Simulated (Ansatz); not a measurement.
Relaxation of AlClHSe (4 atoms, charge 0, multiplicity 2), to a largest force component of 0.02 eV/Å in at most 50 steps.

All numbers below come from UHF/def2-SVP (Ansatz 0.2.0).

```xyz
4
Properties=species:S:1:pos:R:3:forces:R:3
Cl -2.600 -0.133 -0.213 -1.42 -0.68 -0.34
Al -0.712 0.522 0.154 1.78 0.55 0.32
Se 1.261 -0.758 -0.192 -0.58 -0.03 -0.05
H 2.051 0.370 0.251 0.23 0.16 0.07
```

Question: Where does it end, and by what steps?

Answer: The run converged. After 4 steps the energy has fallen by 0.105 eV; Al2 moved furthest, 0.12 Å.

```tsv
step	energy less start (eV)	largest force component (eV/Å)	accepted
0	0.0000	1.778	yes
1	-0.0987	0.161	yes
2	-0.0963	0.280	no
3	-0.1053	0.066	yes
4	-0.1055	0.018	yes
```

```xyz
4
Properties=species:S:1:pos:R:3
Cl -2.586 -0.229 -0.243
Al -0.702 0.635 0.190
Se 1.169 -0.713 -0.186
H 2.119 0.308 0.239
```

The run took 11 s on 1 thread of AMD EPYC 7R43 64-Core Processor (Zen 3) (shared host), peak memory 0.18 GiB.
